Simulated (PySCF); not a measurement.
Ti(Cl)3(NH2) (Cl3H2NTi), SMILES [Ti]([NH2])([Cl])([Cl])[Cl], multiplicity 1. Atoms are numbered in the order given.

```xyz
7

Ti     0.1907     0.0283     0.0000
Cl    -0.4939     0.9849    -1.8308
Cl    -0.4939     0.9849     1.8308
Cl    -0.3887    -2.0801     0.0000
N      2.0071     0.1368     0.0000
H      2.5781     0.1467    -0.8434
H      2.5781     0.1467     0.8434
```
Charge 0, spin multiplicity 1.

The structure is a stationary point at PBE0-D3(BJ)/def2-SVP. The spin state was assumed, not searched. The isomer is the one that the SMILES or the coordinates give; other isomers of the formula were not compared. One conformer was computed; it need not be the lowest.

Method: TDDFT-LC-ωPBE/def2-SVPD run with PySCF.

Vertical excitations. The molecule is in vacuum. State labels are in the subgroup Cs.

```csv
state,symmetry,energy (eV),λ (nm),f,main pairs
S1,A",3.72,333,0.004,HOMO→LUMO 86 %
S2,A',4.32,287,0.013,HOMO→LUMO+1 91 %
S3,A",4.47,277,0.000,HOMO→LUMO+2 89 %
S4,A',4.85,256,0.012,HOMO−1→LUMO 90 %
S5,A",5.12,242,0.011,HOMO−1→LUMO+1 88 %
S6,A',5.30,234,0.001,"HOMO→LUMO+4 53 %, HOMO−2→LUMO 24 %, HOMO−1→LUMO+2 10 %"
S7,A',5.32,233,0.011,"HOMO−2→LUMO 62 %, HOMO→LUMO+4 15 %, HOMO−1→LUMO+2 11 %"
S8,A",5.39,230,0.001,HOMO−3→LUMO 67 %
S9,A',5.42,229,0.059,HOMO→LUMO+3 75 %
S10,A",5.46,227,0.005,"HOMO−2→LUMO+1 60 %, HOMO−4→LUMO 17 %, HOMO−3→LUMO 12 %"
T1,A",3.57,347,0,HOMO→LUMO 84 %
T2,A',3.57,347,0,"HOMO→LUMO+1 53 %, HOMO→LUMO+3 26 %"
T3,A",4.36,285,0,HOMO→LUMO+2 87 %
T4,A',4.48,277,0,"HOMO→LUMO+3 45 %, HOMO→LUMO+1 31 %, HOMO−1→LUMO 13 %"
```
Triplets are in the Tamm–Dancoff approximation, which puts them higher than full response would, so one can lie above its singlet here.
